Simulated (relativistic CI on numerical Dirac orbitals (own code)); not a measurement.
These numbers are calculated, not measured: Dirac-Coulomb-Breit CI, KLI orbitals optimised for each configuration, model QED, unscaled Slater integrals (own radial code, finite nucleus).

The strongest absorption lines from the ground level of an ion, among the configurations computed and to levels below about 4840 eV (vacuum wavelength in nm, gf): 0.25643 (0.051), 0.25686 (0.027), 0.28571 (0.12), 0.28675 (0.065), 0.37939 (0.48), 0.38377 (0.27), 5.8442 (0.11), 14.372 (0.022).

Question: Which ion is it?
A. Mo39+
B. Kr33+
C. Rh42+
D. Mo37+

Answer: A. Mo39+ has 3 electrons and the ground level 2s 2S_1/2; the strongest line goes to 3p 2P°_3/2. The pattern of lines fixes the number of electrons, and along that sequence the line energies rise steadily with the charge (about as its square where n changes within one kind of shell, about linearly where n is kept but much faster in heavy ions where fine structure, which grows about as Z⁴, sets the gap, and irregularly where shells cross), which fixes Z. Configurations outside the model, such as inner-shell arrays, can give stronger lines. At this charge energies of transitions that change n are usually good to better than 1 %, and those within a shell (Δn = 0) to a few per cent.
